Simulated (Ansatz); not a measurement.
```yaml
crystal:
  periodic: [false, false, false]
  atoms:
    - {symbol: I, position_ang: [0.092699, 0.099929, -0.001368]}
    - {symbol: Cl, position_ang: [2.196239, -0.105846, -0.125817]}
    - {symbol: Cl, position_ang: [-0.090062, 2.671859, 0.233448]}
    - {symbol: Cl, position_ang: [-2.515715, -0.042542, 0.131587]}
    - {symbol: Cl, position_ang: [-0.155429, -2.258827, 0.129928]}
basis:
  gaussian: {orbitals: def2-mTZVPP}
total_charge: -1
hamiltonian: {xc: {name: B97}}
output: {forces: true}
```

```sh
$ ansatz run in.yaml --threads 4 --pin off --events-out ev --progress --plain --max-ram 3916MiB
```

It prints (some lines left out):

```
Functional definition: B97
  name "B97"
  cite "Becke, J. Chem. Phys. 107, 8554 (1997) doi:10.1063/1.475007"
  parameter cx = 0.1943
  parameter cx0 = 0.8094
  parameter cx1 = 0.5073
  parameter cx2 = 0.7481
  parameter css0 = 0.1737
  parameter css1 = 2.3487
  parameter css2 = -2.4868
  parameter cos0 = 0.9454
  parameter cos1 = 0.7471
  parameter cos2 = -4.5961
  exchange = spin_sum(e_x_unif_s*poly(b97_u_x, cx0, cx1, cx2)) + cx*exact_x
  correlation = spin_sum(e_c_pw_same_spin*poly(b97_u_same, css0, css1, css2))
      + integral(e_c_pw_opposite_spin*poly(b97_u_opposite, cos0, cos1, cos2))
1298 factors; integrals over basis functions are off by at most 2.3e-4 eV
mean field evaluation 1: about -58182.0013 eV, gradient 3.8e1 eV
mean field evaluation 2: about -58166.5632 eV, gradient 8.5e1 eV
mean field evaluation 4: about -58186.2866 eV, gradient 6.6e0 eV
mean field evaluation 8: about -58186.4662 eV, gradient 3.9e-1 eV
mean field evaluation 16: about -58186.4667 eV, gradient 6.4e-5 eV
mean field -58186.46673849 eV, -2138.3132124357 hartree, gradient 1.6e-5 eV, S^2 0.000000; 0 other end points of the search recorded, 0 dependent functions left out
the calculation of the forces begins
reference -58186.46676069 eV, -2138.3132132515 hartree; 47, 47 occupied and 97, 97 virtual orbitals, 1298 factors
Total energy: -58186.46676069 eV, -2138.3132132515 hartree
Atom 0 at     0.092699     0.099929    -0.001368 Å, force    -8.024268     2.053346     0.769496 eV/Å
Atom 1 at     2.196239    -0.105846    -0.125817 Å, force     8.112440    -0.506710    -0.518952 eV/Å
Atom 2 at    -0.090062     2.671859     0.233448 Å, force     0.292750     0.465297    -0.150997 eV/Å
Atom 3 at    -2.515715    -0.042542     0.131587 Å, force    -0.515312     0.215346    -0.020180 eV/Å
Atom 4 at    -0.155429    -2.258827     0.129928 Å, force     0.134391    -2.227278    -0.079367 eV/Å
Dipole moment:     0.898372    -0.330866    -0.117506 e Å
```

Hardware: 4 threads of Arm Neoverse V2 on a shared host. Wall time 4.9 s.

In the def2 sets I takes a core potential; there is no spin–orbit coupling. The highest occupied level of an anion often lies above zero with these methods, and sets without diffuse functions describe the outer electron poorly.

The dipole of an ion depends on the origin.
